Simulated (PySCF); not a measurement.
A structure optimised at PBE-D3(BJ)/def2-SVP, used in a PySCF frequency run:

```
N
H 1 1.0206
B 1 1.4370 2 119.67
O 3 1.3790 1 116.56 2 180.00
H 4 0.9723 3 111.08 1 180.00
O 3 1.3836 4 118.37 5 0.00
H 6 0.9711 3 113.40 4 180.00
Si 1 1.7625 2 116.76 3 180.00
H 8 1.5037 1 112.37 2 -118.74
H 8 1.5037 9 108.36 1 124.77
H 8 1.5059 9 108.78 10 118.10
```

### Question
Write its SMILES, formula and point group.

### Answer
OB(O)N[SiH3], BH6NO2Si, Cs

### Question
What are its rotational constants (standard atomic weights)?

### Answer
8.8050, 2.2219, 1.8123 GHz
